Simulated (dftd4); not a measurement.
HOZn (SMILES [OH][Zn]), doublet, geometry from GFN2-xTB (such geometries of metal compounds can be far from the true shape) (the spin is typed, not shown lowest); D4 for blyp (dftd4).

dftd4 was given this input:
```
$ dftd4 mol.xyz --func blyp --charge 0 --json dftd4.json --noedisp --property

# file mol.xyz
3

Zn    -0.28958372    -0.17587211    -0.27250456
O      0.94444494     0.48302783     0.89466334
H      1.13195202     1.41194083     1.01783020
```

Problem. What does dftd4 print? Leave out banner, timings and long lists.

Solution. 
```
                    ____  _____ _____     ____  _  _
      -------------|  _ \|  ___|_   _|---|  _ \| || |------------
     |             | | | | |_    | | ___ | | | | || |_           |
     |             | |_| |  _|   | ||___|| |_| |__   _|          |
     |             |____/|_|     |_|     |____/   |_|            |
     |             ===================================           |
     |            E. Caldeweyher, S. Ehlert & S. Grimme          |
     |          Mulliken Center for Theoretical Chemistry        |
     |                    University of Bonn                     |
      -----------------------------------------------------------

Rational (Becke-Johnson) damping: blyp-D4-ATM
---------------------
  s6         1.0000
  s8         2.3408
  s9         1.0000
  a1         0.4449
  a2         4.0933
 alp        16.0000
--------------------

Atomic data, radii in Ångström:
------------------------------------------------------
   Z          R(cov)      r4/r2   hardness         EN
------------------------------------------------------
  30 Zn       1.4533     2.6978     0.2759     1.6500
   8 O        0.8400     1.3725     0.5869     3.4400
   1 H        0.4267     1.0622     0.4726     2.2000
------------------------------------------------------

Atomic reference systems (in atomic units):
----------------------------------------------------------------------------
   Z        #      CN     q+Z       C6(AA)   #      CN     q+Z       C6(AA)
----------------------------------------------------------------------------
  30 Zn     1  0.0000 30.0000     346.5908   2  1.7534 30.2580     116.4186
   8 O      1  0.0000  8.0000      15.5711   2  0.8042  7.6453      20.8489
            3  1.6112  7.4012      24.8631   4  0.9798  8.0000      14.9880
   1 H      1  0.0000  1.0000       7.6362   2  0.8942  1.0000       3.0374
----------------------------------------------------------------------------

Atomic properties (in atomic units):
----------------------------------------------------------------------------
     #    Z              CN          q      C6(AA)        C8(AA)   alpha(0)
----------------------------------------------------------------------------
     1   30 Zn       0.7300     0.4343    318.9335    24868.5354    42.8660
     2    8 O        1.5355    -0.6802     27.0759      546.4061     7.0321
     3    1 H        0.8060     0.2459      0.9089       10.9866     1.4973
----------------------------------------------------------------------------

Molecular properties (in atomic units):
----------------------------------------
 molecular C6                 550.9638
 molecular C8               33001.1026
----------------------------------------

Dispersion energy:      -2.9533995289261E-03 Eh

[Info] JSON dump of results written to 'dftd4.json'
```
